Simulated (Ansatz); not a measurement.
Cd13Te12Cl2, relaxed as a singlet with RKS PBE-D4/def2-SVP in Ansatz, starting from the GFN1-xTB geometry. Force threshold 0.03 eV/Å.

In the def2 sets Cd, Te take a core potential; there is no spin–orbit coupling. Single mean-field runs in def2-SVP are fitted with def2-universal-jkfit.

Start:

```xyz
27

Te   -1.731   -1.046    5.834
Te   -0.440    3.741    4.343
Te   -4.005   -3.990    2.451
Te   -4.916   -2.009   -2.237
Te   -2.513    0.535    1.239
Te    1.730    0.400    2.404
Te   -0.669   -2.680   -1.146
Te    1.862    0.826   -1.980
Te    3.970    4.004    1.133
Te    6.146   -0.542    0.039
Te   -0.517   -1.703   -5.463
Te    3.864   -3.445   -3.372
Cd   -2.862   -1.736    3.457
Cd   -1.903    3.056    2.176
Cd   -0.171    0.768    4.632
Cd    1.660    3.283    2.544
Cd   -4.092    0.253   -1.004
Cd   -3.340   -3.318   -0.052
Cd   -2.344   -1.843   -3.343
Cd    2.405    3.332   -0.967
Cd    0.200    0.557   -4.165
Cd    0.157   -0.350    0.196
Cd    4.298   -1.248   -1.826
Cd    4.389    1.039    1.295
Cd    1.227   -2.989   -3.388
Cl   -0.125    3.912    0.158
Cl   -2.280    1.190   -2.959
```

```tsv
step	energy (eV)	largest force component (eV/Å)	SCF passes
1	-171914.3915	0.645	24
2	-171915.0317	0.239	26
3	-171915.1860	0.201	22
4	-171915.2761	0.130	22
5	-171915.3759	0.092	21
6	-171915.4622	0.068	22
7	-171915.5117	0.241	22
8 (rejected)	-171915.5112	0.371	22
9	-171915.5493	0.060	22
10	-171915.5698	0.045	21
11	-171915.5985	0.087	21
12	-171915.6198	0.071	21
13	-171915.6282	0.028	21
14	-171915.6298	0.017	20
```

Force components are those of the run's own axes.

End:

Cartesian coordinates in Å:
```
Te -1.6196 -0.9924 5.9037
Te -0.4168 3.6482 4.1116
Te -4.0028 -4.1032 2.3474
Te -4.7037 -1.8467 -2.2006
Te -2.4943 0.6152 1.1570
Te 1.8151 -0.1093 2.4629
Te -0.3837 -2.9294 -0.7913
Te 1.7803 0.8993 -1.9906
Te 3.7290 3.9158 1.0644
Te 6.1720 -0.4989 0.1795
Te -0.5639 -1.5668 -5.2547
Te 3.7669 -3.5633 -3.4019
Cd -2.6385 -2.3827 3.8655
Cd -1.3992 3.1070 1.5852
Cd -0.4583 0.7708 4.2423
Cd 1.8426 2.7582 2.7520
Cd -3.4463 0.4894 -1.4251
Cd -3.2716 -2.8434 0.0900
Cd -2.0776 -2.2610 -3.0252
Cd 1.6571 3.3094 -0.6618
Cd -0.3910 0.6942 -3.6743
Cd 0.1306 -0.2741 0.1520
Cd 4.6556 -1.8988 -1.5137
Cd 4.1049 1.0659 0.8843
Cd 1.2886 -2.5338 -3.2709
Cl -0.6250 4.4303 -0.4533
Cl -2.4504 2.1000 -3.1347
```

Bonds lost: Te5–Cd13, Te8–Cd23 (atoms count from 1).

The force fell under the threshold at step 13, but the optimiser went on. No frequencies were taken in this run, so the end may be a saddle point.

Hardware: 11 threads of AMD EPYC 7R13 on a shared host and a whole NVIDIA H100 80GB HBM3. Wall time 65 s.
